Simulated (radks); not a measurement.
Spherical quantum dot in the effective-mass picture: electrons in a well V = -V0 / (1 + exp((r - R)/a)) with V0 = 8.89, R = 2.99, a = 0.32, with a point charge +2 (a donor) at the centre, all in effective atomic units (hartree* = m*/eps^2 hartree, bohr* = eps/m* bohr), one dielectric constant everywhere. Method: non-relativistic Kohn-Sham, LDA (Slater exchange, Perdew-Wang correlation), spin-polarised, spherical densities; computed with a radial shooting solver with Libxc functionals. Levels are named by radial order and angular momentum (1s, 1p, 1d, 2s, ...), and open shells are averaged over m. Results are scaled to m* = 0.228 and eps = 14.8, for which hartree* = 28.32 meV and bohr* = 3.435 nm.

N = 12, configuration 1s2 1p6 1d(up 2, down 0) 2s2. This is the lowest configuration that the search found. Occupied and some empty levels:

level,occupation,eigenvalue (meV),<r> (nm)
1s up,1,-112.65,4.303
1s down,1,-111.87,4.225
1p up,3,-92.074,6.398
1p down,3,-90.735,6.386
2s up,1,-79.837,5.259
2s down,1,-78.977,5.320
1d up,2,-73.423,7.038
1d down,0,-72.014,7.040
1f up,0,-51.274,7.517
1f down,0,-49.873,7.525
2p up,0,-36.838,6.136
2p down,0,-35.998,6.137
1g up,0,-25.938,7.932
1g down,0,-24.589,7.944

Energy (meV): total -2076.23, kinetic 401.02, external -3363.7, Hartree 1047.4, exchange-correlation -160.94.
